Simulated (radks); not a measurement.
Coulomb parameter of the 4f shell of the holmium ion Ho2+ in the model configuration [Xe] 4f9 6p2, as a second difference U = [E(n + 0.5) + E(n - 0.5) - 2 E(n)] / (0.5)^2 with all orbitals relaxed. "Bare": the charge of the atom changes with n. "Screened": the 6p shell takes up the change at fixed total charge, which measures U(4f,4f) + U(6p,6p) - 2 U(4f,6p). All-electron calculation, scalar-relativistic Kohn-Sham, PBE, spin-unpolarised, spherical densities, finite nucleus; Fermi nuclear charge, rms radius 5.2022 fm. Program: a radial shooting solver on a logarithmic mesh with Libxc functionals.

| case | configuration | E - E(n) (eV) |
|---|---|---|
| start | [Xe] 4f9 6p2 | 0.000 |
| bare +0.5 | [Xe] 4f9.5 6p2 | -17.142 |
| bare -0.5 | [Xe] 4f8.5 6p2 | 22.038 |
| screened +0.5 | [Xe] 4f9.5 6p1.5 | -11.004 |
| screened -0.5 | [Xe] 4f8.5 6p2.5 | 13.577 |

U(bare) = 19.585 eV, U(screened by 6p) = 10.293 eV, against the Slater integral F0(4f,4f) = 33.742 eV with frozen orbitals.
